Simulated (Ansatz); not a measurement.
Job for Ansatz (an electronic-structure program): R-BHLYP/def2-TZVPP on H2O (SMILES O).

Ansatz 0.2 input:
```yaml
crystal:
  periodic: [false, false, false]
  atoms:
    - {symbol: O, position_ang: [-0.00000000, 0.00000000, 0.38961139]}
    - {symbol: H, position_ang: [0.00000000, 0.76498632, -0.19485569]}
    - {symbol: H, position_ang: [0.00000000, -0.76498632, -0.19485569]}
basis:
  gaussian:
    orbitals: def2-TZVPP
hamiltonian:
  xc: {name: BHLYP}
scf: {lower_state_search: off}
```

It printed:

```
WARN ansatz: RAYON_NUM_THREADS=4 ignored (pool sized by the plan → 4); use --threads N
Functional definition: BHLYP
these checks for a lower state are left out or cut short: stability, starts, cluster_reference, orbital_swaps, neighbouring_geometries, increment
integrals: 0.00 GiB planned
295 factors; their error is unknown
mean field: 0.10 GiB planned
mean field evaluation 1: about -2076.4362 eV, gradient 4.5e1 eV
mean field evaluation 2: about -2075.3740 eV, gradient 5.2e1 eV
mean field evaluation 4: about -2079.5610 eV, gradient 1.7e-1 eV
mean field evaluation 8: about -2079.5750 eV, gradient 2.4e-3 eV
mean field -2079.57498105 eV, -76.4229709671 hartree, gradient 1.9e-6 eV, S^2 0.000000; 0 other end points of the search recorded, 0 dependent functions left out
reference -2079.57507217 eV, -76.4229743155 hartree; 5, 5 occupied and 54, 54 virtual orbitals, 295 factors
Total energy: -2079.57507217 eV, -76.4229743155 hartree
Checks for a lower state left out: stability, starts, cluster_reference, orbital_swaps, neighbouring_geometries, increment
```

The run converged.

Cost: very roughly 0.4 core-seconds.
